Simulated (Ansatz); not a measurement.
Q: Name a neutral molecule of C, Cl, Si and H with size of the dipole moment (PBE/def2-TZVPP) between 0.45 and 0.75 D and HOMO energy (ωB97M-V/def2-TZVPP) between -10.10 and -9.80 eV (Ansatz, PBE0-D4/def2-TZVP geometry).

A: `[SiH3]/C=C(\[SiH3])Cl` (0.68 D, -9.86 eV); `[SiH3]/C=C/Cl` (0.62 D, -9.83 eV). Other molecules can fit too; these were computed, each in one conformer that needn't be the lowest.
